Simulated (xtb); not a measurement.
Mg(I)(OSiH3) (H3IMgOSi), SMILES [SiH3][O][Mg][I]. All values are semi-empirical tight-binding results from xtb (GFN2-xTB unless named), good for trends rather than for accurate numbers. Coordinates come from a GFN2-xTB optimisation. The structure was generated by enumeration; whether it is a known compound was not checked. One conformer was computed; it need not be the lowest.

Optimised geometry:

Bonded distances (Å): Mg1–I2 2.545, Mg1–O3 1.742, O3–Si4 1.602, Si4–H5 1.473, Si4–H6 1.474, Si4–H7 1.473. Bond angles (°): I2–Mg1–O3 155.6, Mg1–O3–Si4 177.2, O3–Si4–H5 107.6, O3–Si4–H6 107.4, O3–Si4–H7 107.6, H5–Si4–H6 111.2, H5–Si4–H7 111.5, H6–Si4–H7 111.2.
Charge 0, spin multiplicity 1.

For metal compounds this method's bond lengths and energies can be far off.

| Property | Value |
|---|---|
| point group as xtb finds it | Cs |
| orbital gap | 2.10 eV |
| zero-point energy | 17.1 kcal/mol |
| G − E(el) at 298.15 K (modified RRHO) | -4.8 kcal/mol |

Computed atomic charges and the Wiberg bond orders between heavy atoms:
charges (e) Mg1 0.48, I2 -0.13, O3 -0.52, Si4 0.50, H5 -0.11, H6 -0.11, H7 -0.11. Bond orders Mg1–I2 1.18, Mg1–O3 0.86, O3–Si4 1.22.
